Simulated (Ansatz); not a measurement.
System (SMILES): [SeH] (SeH), doublet.
Atoms: Se1, H2. Bonds: Se1-H2.

Basis-set convergence of the highest harmonic wavenumber at B3LYP with Ansatz (a first-principles code). Each level at its own minimum, finite differences of forces, unscaled; the reference is a large set that could be run, not a limit. Cartesian d functions, on some or all atoms, in 3-21G, 6-31G, 6-31G*, 6-31G**; all else is spherical. The program fits the integrals of some runs and decomposes those of others, by size. Open shells are unrestricted. No added dispersion term, no relativity. Reference: the value in pcseg-4, 2397 cm⁻¹. Deviations are taken from unrounded values.

```
basis        functions  highest harmonic wavenumber (cm⁻¹)  minus reference (cm⁻¹)
-----------  ---------  ----------------------------------  ----------------------
STO-3G              19                                2607                     210
3-21G               25                                2177                    -220
6-31G               31                                2264                    -133
def2-SV(P)          34                                2375                     -22
6-31G*              37                                2388                      -9
def2-SVP            37                                2404                       7
6-31G**             40                                2393                      -4
def2-SVPD           49                                2406                       9
6-311G**            50                                2389                      -7
def2-TZVP           54                                2397                       0
def2-TZVPP          62                                2400                       3
def2-TZVPD          66                                2400                       3
def2-TZVPPD         74                                2402                       6
def2-QZVP          105                                2397                       0
def2-QZVPP         119                                2397                       0
def2-QZVPPD        131                                2398                       1
```

The smallest set listed that lies within 50 cm⁻¹ of the reference with all its larger relatives (same family, alike in diffuse functions; a set with none counts only in the reference's own line) is def2-SV(P) (34 functions, -22 cm⁻¹ off).
